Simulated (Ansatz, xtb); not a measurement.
Molecule: ZnH₂, net charge 1, doublet state. The spin state was set by rule; other spins were not relaxed. SMILES of the parent species: [ZnH2]
Structure (B3LYP-D3(BJ)/def2-TZVP (Ansatz, a quantum-chemistry and plane-wave program) minimum search):
```
Zn
H 1 1.6558
H 1 1.6558 2 180.00
```
Charge +1, spin multiplicity 2.

Harmonic wavenumbers from GFN2-xTB (xtb, at its own minimum), cm⁻¹: 383, 383, 1237, 1419.

Q: Give the harmonic wavenumbers at B3LYP-D3(BJ)/def2-TZVP (Ansatz, finite differences of forces, unscaled).

A: 113, 113, 1022, 1482 cm⁻¹. Zero-point energy 3.9 kcal/mol.

Q: From these and the geometry, give the ideal-gas thermochemistry at 298.15 K and 1 atm (rigid rotor, harmonic oscillator).

A: Point group D∞h, rotational symmetry number 2. Rotational constants 91.44, 91.44 GHz. S(trans) 38.54, S(rot) 8.99, S(vib) 6.53, S(elec, spin only) 1.38, S 55.4 cal/(mol K). H(298) - H(0) 2.99 kcal/mol; G - E(el) -9.6 kcal/mol.
